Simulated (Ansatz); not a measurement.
Consider the formal exchange of groups at a C–Sn bond: `C[CH](C)[SnH]([CH](C)C)[CH](C)C` + `Cl[SiH](Cl)Cl` → `CC(C)[Si](Cl)(Cl)Cl` + `C[CH](C)[SnH2][CH](C)C`.

Calculated with Ansatz (gas phase, PBE0-D4/def2-TZVP geometries, no zero-point term in ΔE). CCSD(T)/CBS adds triple-zeta CCSD(T) − MP2 to the extrapolated MP2 energy (def2 sets, frozen cores). This one scheme is used for every species. DFT in def2-TZVPP. B3LYP here is the variant with VWN-RPA as its local correlation; programs differ in this. def2 core potentials past Kr. For Sn outer-core shells are correlated without core-valence functions, which leaves a few kJ/mol of doubt a bond. Each species was taken in one conformer, which may not be the lowest.

Problem. Is it downhill or uphill in electronic energy at CCSD(T)/CBS, and by how much? (Best estimate.)

Solution. The calculation gave: Downhill: ΔE = -0.31 eV.

Problem. What do these levels give: B3LYP-D4, B2PLYP, PBE, r2SCAN, PBE0, B3LYP, HF/def2-TZVPP, SCS-MP2/def2-TZVPP, HF/def2-QZVPP, MP2/def2-QZVPP, MP2/CBS(def2), CCSD/CBS(def2)? (Estimate.)

Solution. The calculation gave: B3LYP-D4 -0.43, B2PLYP -0.40, PBE -0.43, r2SCAN -0.47, PBE0 -0.46, B3LYP -0.42, HF/def2-TZVPP -0.46, SCS-MP2/def2-TZVPP -0.34, HF/def2-QZVPP -0.45, MP2/def2-QZVPP -0.31, MP2/CBS(def2) -0.30, CCSD/CBS(def2) -0.33 eV.

Largest T1 diagnostic among the species: 0.011.

In def2-TZVPP, CCSD(T) changes the Hartree–Fock value by +0.10 eV (the triples alone add +0.01 eV) and MP2 by +0.11 eV.
